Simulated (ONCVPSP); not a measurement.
**Configuration tests for W (ONCV)**

| Quantity | Value |
| --- | --- |
| Element | W (Z = 74) |
| Generator | ONCVPSP 4.0.1 |
| Type | optimised norm-conserving Vanderbilt (ONCV) |
| Functional | PBE |
| Relativity | scalar-relativistic |
| Frozen core | [Kr] 4d10 4f14 |
| Valence charge | 14 |
| Reference configuration | 5s2 5p6 5d4 (charge +2) |
| Partial waves | 5s: rc 1.85 bohr, ncon 4, nbas 7, qcut 5.3 1/bohr, 3 projectors, debl 3.4 Ha; 5p: rc 1.85 bohr, ncon 4, nbas 7, qcut 6.6 1/bohr, 1 projector; 5d: rc 1.90 bohr, ncon 4, nbas 7, qcut 5.9 1/bohr, 2 projectors, debl 2.1 Ha |
| Local potential | polynomial inside 1.70 bohr (lpopt 5, dvloc0 0 Ha) |
| Core correction | Teter function, fcfact 4.25, rcfact 1.7 |

In the s channel the program set the typed energies aside and used -3.497, 0.050, 3.450 Ha.

Energies are relative to the spin-unpolarised reference configuration 5s2 5p6 5d4; without spin polarisation the order of configurations can differ from experiment.

(1) Give the all-electron excitation energy and the error of the potential for: 5s2 5p6 5d4 6s2; 5s2 5p6 5d4 6s1; 5s2 5p6 5d3; 5s2 5p6 5d2.

Levels in the configuration 5s2 5p6 5d4 6s2:

```json
{"level": "5s", "all-electron (eV)": "-79.073", "pseudo (eV)": "-78.959"}
{"level": "5p", "all-electron (eV)": "-43.202", "pseudo (eV)": "-43.195"}
{"level": "5d", "all-electron (eV)": "-4.480", "pseudo (eV)": "-4.491"}
{"level": "6s", "all-electron (eV)": "-5.713", "pseudo (eV)": "-5.690"}
```

Answers

(1)

```json
{"valence configuration": "5s2 5p6 5d4 6s2", "charge": "0", "ΔE all-electron (eV)": "-24.563", "error AE − PS (meV)": "-29"}
{"valence configuration": "5s2 5p6 5d4 6s1", "charge": "+1", "ΔE all-electron (eV)": "-15.680", "error AE − PS (meV)": "-8.6"}
{"valence configuration": "5s2 5p6 5d3", "charge": "+3", "ΔE all-electron (eV)": "25.382", "error AE − PS (meV)": "-43"}
{"valence configuration": "5s2 5p6 5d2", "charge": "+4", "ΔE all-electron (eV)": "62.594", "error AE − PS (meV)": "-224"}
```
